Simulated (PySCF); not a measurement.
GeH₃Br, SMILES [Br][GeH3]. The structure is a stationary point at B3LYP-D3(BJ)/def2-TZVP.

TDDFT-PBE0/def2-SVPD run with PySCF puts the lowest singlet excitations at 5.88, 5.88, 7.17, 7.17, 7.89, 7.94 eV.

### Question
What are the lowest excitation roots from ADC(2)/aug-cc-pVDZ in PySCF? (An estimate is asked for; the answer gives what the named calculation found.)

### Answer
6.40, 6.40, 7.36, 7.36, 8.24, 8.27 eV. S1 differs by 0.52 eV (second minus first; roots are paired by order, and the bases may differ).
